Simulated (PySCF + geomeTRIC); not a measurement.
Species: C$_{4}$H$_{9}$O, SMILES `CC(C)C=[OH+]` (C–C–C–O torsion 119°) (charge 1, multiplicity 1).

Problem. Give a relaxed geometry from TPSSh-D3(BJ)/def2-TZVP (PySCF + geomeTRIC).

Solution. This is not unique; one that fits is the end point of this relaxation, one of several conformers (outside a Z-matrix the atoms follow the SMILES, hydrogens last).
Z-matrix (Å, degrees):
```
C
H 1 1.0946
C 1 1.4507 2 110.31
O 3 1.2705 1 126.76 2 -0.86
H 4 0.9811 3 113.76 1 0.33
H 3 1.0909 4 112.31 5 -179.94
C 1 1.5559 2 110.34 3 119.34
H 7 1.0898 1 111.72 2 -58.09
H 7 1.0907 8 108.88 1 -117.93
H 7 1.0909 8 109.52 9 -118.57
C 1 1.5584 2 110.13 3 -118.40
H 11 1.0898 1 111.75 2 57.46
H 11 1.0908 12 108.93 1 117.79
H 11 1.0908 12 109.57 13 118.64
```
